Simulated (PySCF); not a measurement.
Some computed properties have been withheld. Give your best values.

Species: 1-(trimethylsilyl)propyne, C6H12Si.
SMILES: `CC#C[Si](C)(C)C`

```csv
property,level,value
point group of the GFN2-xTB geometry,GFN2-xTB,C3
"rotational constants A, B, C of the GFN2-xTB geometry",GFN2-xTB,"2.993, 1.034, 1.034 GHz"
dipole moment,PBE0/def2-SVPD,?
HOMO energy,PBE0/def2-SVPD,-7.39 eV
LUMO energy,PBE0/def2-SVPD,0.57 eV
lowest singlet excitation,TDDFT PBE0/def2-SVPD,"6.15 eV (202 nm, f = 0.000)"
lowest triplet excitation (Tamm–Dancoff),TDA PBE0/def2-SVPD,5.05 eV
static isotropic polarisability,PBE0/def2-SVPD,?
electronic spatial extent ⟨r²⟩ about the centre of nuclear charge,PBE0/def2-SVPD,1359 bohr²
13C chemical shifts (computed TMS as zero) by class,GIAO PBE0/pcSseg-1,"111.1 (1 C), 89.0 (1 C), 5.8 (1 C), 1.0 (3 C) ppm"
1H chemical shifts (computed TMS as zero) by class,GIAO PBE0/pcSseg-1,?
"isotropic shieldings of nuclei other than C and H, by class",GIAO PBE0/pcSseg-1,372 (1 Si) ppm
```

Electronic properties: PySCF, gas phase, density fitting. NMR classes are plain means over equivalent atoms (diastereotopic ones count apart unless rotation or inversion swaps them), as if these changed places fast; in this geometry the members of some classes differ.

What is the dipole moment?

0.71 D.

The static isotropic polarisability?

100.0 au.

What are the 1H chemical shifts (computed TMS as zero) by class?

2.02 (3 H), 0.12 (9 H) ppm.

No computed singlet falls in the visible range (750 to 380 nm, 1.65 to 3.26 eV); S1 lies 2.89 eV above its blue end. Point group C3 permits a dipole; with 0.71 D the species has a pure rotational spectrum. The vertical singlet–triplet gap S1 − T1 is 1.10 eV (TDDFT singlet less Tamm–Dancoff triplet).
